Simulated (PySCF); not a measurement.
# Electric field gradients and quadrupole coupling constants

Species: C8H13FO.
Cartesian coordinates in Å at the GFN2-xTB level; atoms count from 1:
```xyz
23
C8H13FO angstrom
C     -1.696    1.019   -0.985
C     -0.717    0.634    0.126
C     -1.461    0.006    1.304
C      0.376   -0.285   -0.405
C     -0.097   -1.573   -1.043
C      1.632    0.318   -0.928
C      1.682   -0.420    0.392
C      1.929    0.266    1.652
O      2.260   -0.192    2.693
F      1.768    1.629    1.566
H     -2.341    1.823   -0.642
H     -1.158    1.362   -1.866
H     -2.326    0.178   -1.264
H     -0.247    1.556    0.476
H     -0.767   -0.274    2.094
H     -2.010   -0.880    0.993
H     -2.174    0.718    1.712
H     -0.749   -1.357   -1.886
H     -0.644   -2.182   -0.328
H      0.747   -2.152   -1.409
H      2.133   -0.144   -1.765
H      1.743    1.392   -0.886
H      2.111   -1.415    0.407
```

Field gradients from the PBE0/pcSseg-1 density (PySCF, non-relativistic), principal values in atomic units, ordered |Vxx| ≤ |Vyy| ≤ |Vzz|:

```tsv
atom	Vxx	Vyy	Vzz
O9	0.5122	1.0543	-1.5665
```

Q: Find the asymmetry η = (Vxx − Vyy)/Vzz and the couplings χ = eQV/h (234.96 MHz × Q in barn × V in au), with Q(17O) = −0.0256 b.

A: 
```
atom      environment  nucleus     η  χzz (MHz)  χxx (MHz)  χyy (MHz)
  O9  carbonyl oxygen      17O  0.35       9.42      -3.08      -6.34
```

Q: What is Vzz at O9 in SI units (1 au = 9.71736 × 10²¹ V/m²)?

A: -1.5665 au = -15.223 × 10²¹ V/m².

Q: And the gradient at the other heavy atoms, for which no coupling is worked out here?

A: 
| atom | environment | Vzz (au) | η |
| --- | --- | --- | --- |
| C1 | methyl carbon | 0.052 | 0.09 |
| C2 | sp3 CH carbon | -0.088 | 0.78 |
| C3 | methyl carbon | 0.052 | 0.14 |
| C4 | three-membered-ring carbon | 0.219 | 0.09 |
| C5 | methyl carbon | 0.084 | 0.05 |
| C6 | three-membered-ring carbon | 0.212 | 0.18 |
| C7 | sp3 carbon next to a carbonyl | 0.209 | 0.69 |
| C8 | acyl halide carbon | -0.533 | 0.25 |
| F10 | acyl fluorine | 2.496 | 0.35 |

Q: What couplings would deuterons (Q(2H) = 0.00286 b) have in place of the hydrogens, at this geometry?

A: 
```csv
atom,bonded to,bond length (Å),Vzz (au),η,χzz (kHz)
H11,C1,1.087,0.3165,0.02,213
H12,C1,1.088,0.3156,0.01,212
H13,C1,1.087,0.3159,0.02,212
H14,C2,1.093,0.2900,0.02,195
H15,C3,1.088,0.3120,0.03,210
H16,C3,1.087,0.3157,0.02,212
H17,C3,1.087,0.3164,0.02,213
H18,C5,1.087,0.3142,0.02,211
H19,C5,1.087,0.3138,0.02,211
H20,C5,1.087,0.3144,0.03,211
H21,C6,1.080,0.3296,0.06,221
H22,C6,1.080,0.3256,0.06,219
H23,C7,1.084,0.3160,0.11,212
```

Isolated species at its GFN2-xTB geometry (one conformer only). GFN2-xTB bond lengths can be off by several hundredths of an ångström, more for odd bonds, and the gradients follow them. A larger basis could move these couplings by a tenth or more.
